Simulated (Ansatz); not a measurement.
`CCS(C)(=O)=O` + `[OH][Zr]([OH])([Cl])[c]1ccccc1` → `C[O][Zr]([OH])([Cl])[c]1ccccc1` + `CS(C)(=O)=O`  (substitution at a C–C bond)

Isolated molecules relaxed with PBE0-D4/def2-TZVP in Ansatz; ΔE leaves out vibrations. CCSD(T)/CBS is the MP2 limit (def2-TZVPP, def2-QZVPP) plus CCSD(T) − MP2 in def2-TZVPP, frozen cores. Functionals use def2-TZVPP. Elements past krypton have def2 core potentials. For Zr outer-core shells are correlated without core-valence functions, which leaves a few kJ/mol of doubt a bond. One conformer a species, not always the lowest.

`CCS(C)(=O)=O`:

Z-matrix (Å, degrees):
```
C
C 1 1.514
H 1 1.092 2 111.9
H 1 1.090 2 110.6 3 -121.0
H 1 1.092 2 109.9 3 119.3
S 2 1.782 1 114.2 3 67.8
H 2 1.092 1 113.4 3 -54.6
H 2 1.094 1 111.9 3 -176.6
O 6 1.438 2 107.4 1 179.8
C 6 1.772 2 104.7 1 -65.9
O 6 1.439 2 108.2 1 48.8
H 10 1.089 6 110.0 2 63.1
H 10 1.089 6 109.6 2 -60.2
H 10 1.090 6 105.3 2 -178.5
```

`[OH][Zr]([OH])([Cl])[c]1ccccc1`:

```xyz
17

O     0.136    0.497    3.277
Zr   -1.146   -0.036    1.967
O    -1.754   -1.838    2.133
Cl   -2.962    1.486    1.865
C    -0.081    0.050    0.032
C     0.952    0.969   -0.188
C     1.568    1.082   -1.426
C     1.162    0.271   -2.477
C     0.142   -0.651   -2.285
C    -0.468   -0.757   -1.044
H     0.625    0.613    4.086
H    -2.036   -2.679    2.483
H     1.291    1.611    0.620
H     2.366    1.801   -1.574
H     1.641    0.357   -3.445
H    -0.175   -1.286   -3.105
H    -1.261   -1.491   -0.918
```

`C[O][Zr]([OH])([Cl])[c]1ccccc1`:

Cartesian coordinates in Å:
```
C 2.734 1.090 -2.272
O 1.389 0.923 -1.959
Zr -0.471 0.656 -1.699
O -1.228 -0.695 -2.825
Cl -1.634 2.725 -1.824
C -0.634 -0.120 0.368
C 0.144 0.431 1.393
C 0.013 0.014 2.710
C -0.906 -0.975 3.031
C -1.689 -1.542 2.036
C -1.552 -1.117 0.722
H 3.018 0.446 -3.110
H 3.355 0.832 -1.409
H 2.933 2.131 -2.547
H -1.380 -1.262 -3.575
H 0.875 1.205 1.168
H 0.626 0.458 3.486
H -1.011 -1.305 4.059
H -2.407 -2.316 2.286
H -2.173 -1.578 -0.041
```

`CS(C)(=O)=O`:

Z-matrix (Å, degrees):
```
C
S 1 1.771
H 1 1.090 2 105.6
H 1 1.089 2 109.6 3 -118.5
H 1 1.089 2 109.6 3 118.5
C 2 1.771 1 103.7 3 179.8
O 2 1.437 1 107.9 3 -65.8
O 2 1.437 1 107.9 3 65.5
H 6 1.090 2 105.6 1 180.0
H 6 1.089 2 109.6 1 -61.5
H 6 1.089 2 109.6 1 61.4
```

(1) Is it downhill or uphill in electronic energy at CCSD(T)/CBS, and by how much? (Estimate.)

(2) What do these levels give: ωB97M-V, PBE0, HF/def2-TZVPP, CCSD/def2-TZVPP, MP2/def2-QZVPP, HF/CBS(def2)? (An estimate is asked.)

Largest T1 diagnostic among the species: 0.015.

Answers

(1) The calculation gave: Uphill: ΔE = +48.5 kJ/mol.

(2) Computed: ωB97M-V 47.8, PBE0 43.6, HF/def2-TZVPP 34.0, CCSD/def2-TZVPP 43.9, MP2/def2-QZVPP 50.7, HF/CBS(def2) 33.3 kJ/mol.

In def2-TZVPP, CCSD(T) changes the Hartree–Fock value by +10.1 kJ/mol (the triples alone add +0.2 kJ/mol) and MP2 by +14.4 kJ/mol. The D4 term adds +4.2 kJ/mol with B3LYP and +2.1 kJ/mol with PBE0; it sums over pairs of atoms, weighted by their polarisabilities, and B3LYP, whose exchange is more repulsive, gets the larger term.

B3LYP here is the variant with VWN-RPA as its local correlation; programs differ in this.
